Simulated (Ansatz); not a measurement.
MgAg6⁺. The state is a doublet with charge 1. Geometry PBE-D4/def2-SVP, basis def2-TZVP, Ansatz.

```xyz
7

Mg    1.0422   -1.1126    1.1306
Ag   -1.9603    1.1068   -0.8144
Ag    0.7003    1.7682   -0.4062
Ag   -0.8840    0.8177    1.7262
Ag   -1.5757   -1.6621    0.6741
Ag    0.0189   -0.7456   -1.4457
Ag    2.6586   -0.1724   -0.8644
```

```json
{"run": "A", "HOMO (eV)": "-8.53", "LUMO (eV)": "-8.19"}
{"run": "B", "HOMO (eV)": "-8.61", "LUMO (eV)": "-8.28"}
{"run": "C", "HOMO (eV)": "-9.34", "LUMO (eV)": "-6.58"}
{"run": "D", "HOMO (eV)": "-8.64", "LUMO (eV)": "-8.03"}
{"run": "E", "HOMO (eV)": "-10.54", "LUMO (eV)": "-5.24"}
{"run": "F", "HOMO (eV)": "-9.03", "LUMO (eV)": "-7.39"}
```

In the def2 sets Ag takes a core potential; there is no spin–orbit coupling. LC-ωPBE has ω = 0.4 bohr⁻¹. No other spin state of charge 1 was run. Another isomer (doublet) lies 0.14 eV lower at PBE0-D4/def2-TZVP; other spin states weren't run for this one.

HOMO and LUMO are taken over both spins.

Question: The runs used B97M-V, BHLYP, LC-ωPBE, PBE, PBE0, r2SCAN. Estimate which is which.

Answer: A B97M-V (0 % exact exchange); B PBE (0 % exact exchange); C BHLYP (50 % exact exchange); D r2SCAN (0 % exact exchange); E LC-ωPBE (range-separated); F PBE0 (25 % exact exchange). Exact exchange lowers occupied and raises empty levels; among semilocal functionals meta-GGAs tend to open the gap a little, and such runs are hard to tell apart. The gap grows from 0.33 eV (PBE) to 5.30 eV (LC-ωPBE).
